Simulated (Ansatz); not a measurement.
C2H6AlNO can be A, `O[CH]1C[NH][AlH]1`, or B, `[CH3][Al]([NH2])[CH]=O`.

Calculated with Ansatz (gas phase, PBE0-D4/def2-TZVP geometries, no zero-point term in ΔE). CCSD(T)/CBS adds triple-zeta CCSD(T) − MP2 to the extrapolated MP2 energy (def2 sets, frozen cores). DFT in def2-TZVPP. B3LYP here is the variant with VWN-RPA as its local correlation; programs differ in this. Each species was taken in one conformer, which may not be the lowest.

(1) Which isomer does CCSD(T)/CBS put lower? Give the gap. (Best estimate.)

(2) Give E(B) − E(A) in kJ/mol with B3LYP-D4, CCSD(T)/def2-TZVPP, PBE0-D4, r2SCAN-D4, PBE-D4, B3LYP, MP2/def2-TZVPP. (Best estimate.)

Largest T1 diagnostic: 0.014.

Results:

(1) Computed: B, by 118.2 kJ/mol.

(2) The calculation gave: B3LYP-D4 -128.4, CCSD(T)/def2-TZVPP -119.6, PBE0-D4 -103.2, r2SCAN-D4 -117.8, PBE-D4 -110.3, B3LYP -133.5, MP2/def2-TZVPP -114.9. None reverses the order clearly.

In def2-TZVPP, CCSD(T) changes the Hartree–Fock value by +24.1 kJ/mol (the triples alone add +1.2 kJ/mol) and MP2 by +28.8 kJ/mol. The D4 term adds +5.1 kJ/mol with B3LYP and +2.2 kJ/mol with PBE0; it sums over pairs of atoms, weighted by their polarisabilities, and B3LYP, whose exchange is more repulsive, gets the larger term.
